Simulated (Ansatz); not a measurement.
`CO[SiH](F)S[SiH2]F` + `O[SiH2]S` → `O[SiH2]S[SiH2]F` + `CO[SiH](F)S`  (ligand exchange at the Si–S bond)

Isolated molecules relaxed with PBE0-D4/def2-TZVP in Ansatz; ΔE leaves out vibrations. CCSD(T)/CBS is the MP2 limit (def2-TZVPP, def2-QZVPP) plus CCSD(T) − MP2 in def2-TZVPP, frozen cores. Functionals use def2-TZVPP. Each species was taken in one conformer, which may not be the lowest.

```tsv
level	ΔE (kcal/mol)
r2SCAN-D4	0.8
B2PLYP	0.3
SCS-MP2/def2-TZVPP	0.5
SCS-MP2/def2-QZVPP	0.5
```

Task: What does CCSD(T)/CBS give? (Best estimate.)

Result: Ansatz gave: +0.6 kcal/mol. The listed levels differ from it by 0.2, -0.3, -0.1, -0.1 kcal/mol.

Largest T1 diagnostic among the species: 0.012.

The D4 term adds +0.8 kcal/mol with B3LYP and +0.5 kcal/mol with PBE0; it sums over pairs of atoms, weighted by their polarisabilities, and B3LYP, whose exchange is more repulsive, gets the larger term.

B3LYP here is the variant with VWN-RPA as its local correlation; programs differ in this.
